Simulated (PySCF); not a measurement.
## C7H10Cl: g tensor and hyperfine couplings

Compound: C7H10Cl (doublet state).
Structure used (GFN2-xTB), in Å, numbered top down from 1:
```
atom  x, y, z in Å
Cl1    2.0314    1.6829    2.0828
C2     1.6280    1.2668    0.4882
C3     2.1250    0.1158   -0.2798
C4     0.6334    0.2885    0.0276
C5    -0.3293    0.6024   -1.1141
C6    -1.6979    0.1900   -0.5735
C7    -1.3773   -1.0274    0.2898
C8    -0.0933   -0.6211    1.0126
H9     2.6923   -0.6609    0.2208
H10    2.4330    0.2802   -1.3033
H11   -0.0740   -0.0034   -1.9863
H12   -0.2862    1.6511   -1.4027
H13   -2.1092    0.9863    0.0480
H14   -2.4095   -0.0324   -1.3671
H15   -1.1868   -1.8908   -0.3496
H16   -2.1814   -1.2783    0.9799
H17   -0.3298   -0.0669    1.9239
H18    0.5229   -1.4765    1.2912
```

The hyperfine couplings belong to this conformer and change with its torsions.

Identity: `Cl[C]1CC12CCCC2` [radical].

Computed, not measured: UKS B3LYP, pcH-1 on C Cl H, non-relativistic, mean-field spin-orbit, GIAO in PySCF 2.14.0. Isolated species at its GFN2-xTB geometry (one conformer only). A GFN2-xTB geometry isn't a minimum of the functional, and hyperfine couplings can be far from their values at a DFT geometry. Stability of the SCF solution: not tested.

```
g1, g2, g3                      : 2.00148, 2.00818, 2.00913
g_iso                           : 2.00627
Form of g                       : close to axial: the two nearest values differ by 12 % of g3 − g1
⟨S²⟩                            : 0.7530 (exact 0.7500)
α and β electrons               : 35, 34
HOMO–LUMO gap, α and β orbitals : 6.87, 5.15 eV
```

Hyperfine couplings atom by atom, in MHz; T1 to T3 are the principal values of the dipolar part; ρ(0) is the spin density at the nucleus:

```json
{"atom": "Cl1", "isotope": "35Cl", "a_iso": "19.1", "of which spin–orbit": "0.1", "T1": "-28.9", "T2": "-21.2", "T3": "50.1", "Mulliken spin population": "0.10", "ρ(0) (bohr⁻³)": "0.0433"}
{"atom": "C2", "isotope": "13C", "a_iso": "389.0", "of which spin–orbit": "0.5", "T1": "-67.9", "T2": "-64.2", "T3": "132.1", "Mulliken spin population": "0.81", "ρ(0) (bohr⁻³)": "0.3457"}
{"atom": "C3", "isotope": "13C", "a_iso": "-9.4", "of which spin–orbit": "0.0", "T1": "-6.5", "T2": "-2.3", "T3": "8.8", "Mulliken spin population": "0.00", "ρ(0) (bohr⁻³)": "-0.0084"}
{"atom": "C4", "isotope": "13C", "a_iso": "-5.6", "of which spin–orbit": "0.0", "T1": "-6.5", "T2": "-2.9", "T3": "9.4", "Mulliken spin population": "0.00", "ρ(0) (bohr⁻³)": "-0.0050"}
{"atom": "C5", "isotope": "13C", "a_iso": "27.3", "of which spin–orbit": "0.0", "T1": "-3.4", "T2": "-3.3", "T3": "6.7", "Mulliken spin population": "0.02", "ρ(0) (bohr⁻³)": "0.0243"}
{"atom": "C6", "isotope": "13C", "a_iso": "-0.3", "of which spin–orbit": "0.0", "T1": "-0.8", "T2": "-0.6", "T3": "1.4", "Mulliken spin population": "0.00", "ρ(0) (bohr⁻³)": "-0.0003"}
{"atom": "C7", "isotope": "13C", "a_iso": "-0.9", "of which spin–orbit": "0.0", "T1": "-0.5", "T2": "-0.3", "T3": "0.8", "Mulliken spin population": "0.00", "ρ(0) (bohr⁻³)": "-0.0008"}
{"atom": "C8", "isotope": "13C", "a_iso": "2.2", "of which spin–orbit": "0.0", "T1": "-2.4", "T2": "-2.2", "T3": "4.6", "Mulliken spin population": "0.02", "ρ(0) (bohr⁻³)": "0.0020"}
{"atom": "H9", "isotope": "1H", "a_iso": "27.6", "of which spin–orbit": "0.0", "T1": "-5.4", "T2": "-1.7", "T3": "7.2", "Mulliken spin population": "0.02", "ρ(0) (bohr⁻³)": "0.0062"}
{"atom": "H10", "isotope": "1H", "a_iso": "62.6", "of which spin–orbit": "0.0", "T1": "-6.6", "T2": "-4.0", "T3": "10.5", "Mulliken spin population": "0.02", "ρ(0) (bohr⁻³)": "0.0140"}
{"atom": "H11", "isotope": "1H", "a_iso": "-3.3", "of which spin–orbit": "0.0", "T1": "-2.7", "T2": "-2.1", "T3": "4.8", "Mulliken spin population": "0.00", "ρ(0) (bohr⁻³)": "-0.0007"}
{"atom": "H12", "isotope": "1H", "a_iso": "-2.5", "of which spin–orbit": "0.0", "T1": "-4.9", "T2": "-2.1", "T3": "7.1", "Mulliken spin population": "0.00", "ρ(0) (bohr⁻³)": "-0.0006"}
{"atom": "H13", "isotope": "1H", "a_iso": "-0.1", "of which spin–orbit": "0.0", "T1": "-1.4", "T2": "-1.1", "T3": "2.5", "Mulliken spin population": "0.00", "ρ(0) (bohr⁻³)": "0.0000"}
{"atom": "H14", "isotope": "1H", "a_iso": "3.1", "of which spin–orbit": "0.0", "T1": "-1.0", "T2": "-0.6", "T3": "1.7", "Mulliken spin population": "0.00", "ρ(0) (bohr⁻³)": "0.0007"}
{"atom": "H15", "isotope": "1H", "a_iso": "-0.1", "of which spin–orbit": "0.0", "T1": "-1.0", "T2": "-0.9", "T3": "1.9", "Mulliken spin population": "0.00", "ρ(0) (bohr⁻³)": "0.0000"}
{"atom": "H16", "isotope": "1H", "a_iso": "3.0", "of which spin–orbit": "0.0", "T1": "-0.8", "T2": "-0.7", "T3": "1.5", "Mulliken spin population": "0.00", "ρ(0) (bohr⁻³)": "0.0007"}
{"atom": "H17", "isotope": "1H", "a_iso": "4.0", "of which spin–orbit": "0.0", "T1": "-2.9", "T2": "-1.7", "T3": "4.6", "Mulliken spin population": "0.00", "ρ(0) (bohr⁻³)": "0.0009"}
{"atom": "H18", "isotope": "1H", "a_iso": "6.3", "of which spin–orbit": "0.0", "T1": "-2.6", "T2": "-0.8", "T3": "3.4", "Mulliken spin population": "0.00", "ρ(0) (bohr⁻³)": "0.0014"}
```

The Mulliken spin populations are largest on C2 (+0.81) and Cl1 (+0.10). No atom but C2 exceeds +0.15. The angles at C2 add up to 318.1°, so it is pyramidal.

Under fast tumbling the dipolar parts average out, and these isotropic splittings remain: 2 × 1H (H9/H10, I = 1/2, 3 lines) with 1.61 mT, 1 × 35Cl (Cl1, I = 3/2, 4 lines) with 0.68 mT, 2 × 1H (H11/H18, I = 1/2, 3 lines) with 0.05 mT, 2 × 1H (H14/H15, I = 1/2, 3 lines) with 0.05 mT and 2 × 1H (H13/H16, I = 1/2, 3 lines) with 0.05 mT.

Class means assume fast exchange of nuclei equivalent by connectivity; if that motion is slow, each nucleus keeps its own coupling. The 1H value of +45.1 MHz is a mean of couplings from 27.6 to 62.6 MHz in this one geometry, not an average over conformers. The 1H value of +1.5 MHz is a mean of couplings from -3.3 to 6.3 MHz in this one geometry, not an average over conformers.

Main isotope only: 35Cl (natural samples also hold 24 % 37Cl, magnetic too, which adds its own pattern).

The 13C coupling of C2 (389.0 MHz) shows only in satellite lines or after enrichment, since that isotope makes up about 1.07 % of natural carbon.

The spin density at the nucleus, in bohr⁻³, is negative for C3 (-0.0084) and C4 (-0.0050), for instance. A restricted open-shell determinant has no negative spin density anywhere; here it arises because α and β orbitals differ (spin polarisation).

Hardware: an Arm Neoverse V2 with one thread, no GPU, on a shared host. Cost: 96 s of wall time (with the writing of density and orbital grids), 0.98 GiB resident at most.
